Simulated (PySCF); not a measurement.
How methods differ on the fine-structure interval of Ti³⁺

Ti³⁺ [Ar] 3d1 [3d3/2^1, M_J = 3/2] → Ti³⁺ [Ar] 3d1 [3d5/2^1, M_J = 5/2], as a difference of total energies. Computed with PySCF 2.14 in x2c-TZVPPall-2c, with the two-component X2C-1e Hamiltonian. Correlated levels: [Ne] frozen. "Screened" scales the spin-orbit matrix elements by Boettger's factors to mimic the two-electron term; Breit and QED terms are absent.

```json
{"method": "GHF (screened spin-orbit)", "fine-structure interval (cm⁻¹)": "563.04"}
{"method": "GMP2 (screened spin-orbit)", "fine-structure interval (cm⁻¹)": "253.53"}
{"method": "GHF (bare spin-orbit)", "fine-structure interval (cm⁻¹)": "911.47"}
```

GHF and GMP2 differ strongly here because the two determinants are spin-polarised to different degrees; the interval is a small difference of such terms.
